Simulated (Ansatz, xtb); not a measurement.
## Two isomers of C6H12O2

Structure a is `COC(=O)C(C)(C)C`, a singlet and structure b is `CCCC(=O)OCC`, a singlet. Both are isolated molecules in the gas phase, relaxed with r2SCAN-D4/def2-SVP; the shapes shown needn't be the lowest conformers.

a (Å):

```xyz
20

C    -0.8150   -2.3296    3.3493
C     0.1293   -0.8124    1.8270
C     1.4300   -0.3406    1.1797
C     2.0660   -1.5224    0.4276
C     2.3836    0.1459    2.2846
C     1.1077    0.7984    0.2116
O     0.3480   -1.8239    2.6946
O    -0.9725   -0.3628    1.6149
H    -0.4676   -3.1319    4.0109
H    -1.5354   -2.7200    2.6147
H    -1.3092   -1.5367    3.9307
H     2.9987   -1.1945   -0.0594
H     2.3027   -2.3485    1.1139
H     1.3915   -1.9043   -0.3558
H     2.6235   -0.6653    2.9873
H     1.9403    0.9788    2.8540
H     3.3223    0.5064    1.8333
H     0.4107    0.4665   -0.5722
H     0.6351    1.6421    0.7362
H     2.0324    1.1560   -0.2683
```

b (Å):

```xyz
20

C     4.3510   -0.4775    0.3366
C     3.3319   -1.5959    0.1470
C     1.9007   -1.0868    0.0170
C     1.3574   -0.5031    1.3001
C    -0.4220    0.7597    2.2264
C    -1.2909   -0.2685    2.9196
O     1.8408   -0.6534    2.3992
O     0.2306    0.2010    1.0700
H     4.3348    0.2262   -0.5127
H     5.3733   -0.8784    0.4174
H     4.1426    0.0907    1.2563
H     3.3800   -2.2906    1.0024
H     3.5796   -2.1828   -0.7539
H     1.2114   -1.9034   -0.2664
H     1.7986   -0.3300   -0.7797
H     0.3460    1.1544    2.9098
H    -1.0193    1.5940    1.8307
H    -1.8393    0.2005    3.7516
H    -2.0257   -0.6958    2.2199
H    -0.6739   -1.0806    3.3311
```

Quicker runs give these differences E(b) − E(a): GFN2-xTB +0.43 kcal/mol; HF/STO-3G −1.51 kcal/mol (at GFN2-xTB geometries); r2SCAN-D4/def2-SVP//GFN2-xTB −1.07 kcal/mol.

Problem. Estimate which is lower in electronic energy at CCSD(T)/def2-SVP + ΔMP2/def2-TZVPP, and by roughly how much.

Solution. Too close to call at this level: CCSD(T)/def2-SVP + ΔMP2/def2-TZVPP gives E(b) − E(a) = +0.28 kcal/mol.

How the difference moves with the method:

```json
{"level": "GFN2-xTB", "geometry": "GFN2-xTB", "E(b) − E(a) (kcal/mol)": "+0.43", "departure from the last row (kcal/mol)": "+0.15", "job, with rough time for the two": "optimisation, 0.21 s"}
{"level": "HF/STO-3G", "geometry": "GFN2-xTB", "E(b) − E(a) (kcal/mol)": "−1.51", "departure from the last row (kcal/mol)": "−1.78", "job, with rough time for the two": "single point, 0.52 s"}
{"level": "r2SCAN-D4/def2-SVP//GFN2-xTB", "geometry": "GFN2-xTB", "E(b) − E(a) (kcal/mol)": "−1.07", "departure from the last row (kcal/mol)": "−1.35", "job, with rough time for the two": "single point, 5.2 s"}
{"level": "r2SCAN-D4/def2-SVP", "geometry": "r2SCAN-D4/def2-SVP", "E(b) − E(a) (kcal/mol)": "−1.31", "departure from the last row (kcal/mol)": "−1.59", "job, with rough time for the two": "optimisation, 57 s"}
{"level": "HF/def2-SVP", "geometry": "r2SCAN-D4/def2-SVP", "E(b) − E(a) (kcal/mol)": "−2.85", "departure from the last row (kcal/mol)": "−3.13", "job, with rough time for the two": "part of the CCSD(T) run"}
{"level": "MP2/def2-SVP", "geometry": "r2SCAN-D4/def2-SVP", "E(b) − E(a) (kcal/mol)": "+1.31", "departure from the last row (kcal/mol)": "+1.04", "job, with rough time for the two": "part of the CCSD(T) run"}
{"level": "CCSD(T)/def2-SVP", "geometry": "r2SCAN-D4/def2-SVP", "E(b) − E(a) (kcal/mol)": "+0.69", "departure from the last row (kcal/mol)": "+0.41", "job, with rough time for the two": "single point"}
{"level": "CCSD(T)/def2-SVP + ΔMP2/def2-TZVPP", "geometry": "r2SCAN-D4/def2-SVP", "E(b) − E(a) (kcal/mol)": "+0.28", "departure from the last row (kcal/mol)": "", "job, with rough time for the two": "single point, 4.2 min"}
```

As drawn, both hold the same kinds of bond in the same numbers. Structure a has 4 methyl groups, b 2.

The largest departure from CCSD(T)/def2-SVP + ΔMP2/def2-TZVPP is that of HF/def2-SVP, 3.13 kcal/mol. The last row adds to CCSD(T) the change of the MP2 difference between the two basis sets, here −0.41 kcal/mol.

With thermal terms from frequencies at re-optimised GFN2-xTB minima (ideal gas, soft modes damped towards free rotors, one conformer each, 298.15 K, 1 atm): on the last row, ΔE + ΔZPE = +1.03, ΔH = +0.72, ΔG = +0.84 kcal/mol.

The correlated steps freeze 8 core orbitals. Programs: Ansatz 0.2.0, xtb 6.7.1; the last row on 4 threads of Arm Neoverse V1 on a shared host.
